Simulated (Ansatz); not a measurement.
Consider the formal exchange of groups at the Si–Cl bond: `Cl[SiH]1CO1` + `O[SiH2]C(F)F` → `O[SiH2][SiH]1CO1` + `FC(F)Cl`.

Computed with Ansatz on PBE0-D4/def2-TZVP structures; ΔE is electronic, products minus reactants. CBS: MP2 limit from def2 TZ/QZ plus the TZ coupled-cluster correction, frozen cores. Functionals use def2-TZVPP. Each species was taken in one conformer, which may not be the lowest.

CCSD(T)/CBS gives +134.8 kJ/mol.

Question: Another level gave +108.7 kJ/mol. Which?
A. HF/def2-TZVPP
B. PBE-D4/def2-TZVPP
C. PBE0/def2-TZVPP
D. CCSD/def2-TZVPP

Answer: B. PBE-D4 108.7, CCSD/def2-TZVPP 135.3, PBE0 119.0, HF/def2-TZVPP 152.5 kJ/mol.

Largest T1 diagnostic among the species: 0.014.

In def2-TZVPP, CCSD(T) changes the Hartree–Fock value by −22.1 kJ/mol (the triples alone add −4.9 kJ/mol) and MP2 by −14.9 kJ/mol. From PBE to PBE0 (25 % exact exchange), in def2-TZVPP and without D4, ΔE moves by +8.4 kJ/mol. The D4 term adds −3.0 kJ/mol with B3LYP and −1.7 kJ/mol with PBE0; it sums over pairs of atoms, weighted by their polarisabilities, and B3LYP, whose exchange is more repulsive, gets the larger term.

B3LYP here is the variant with VWN-RPA as its local correlation; programs differ in this.
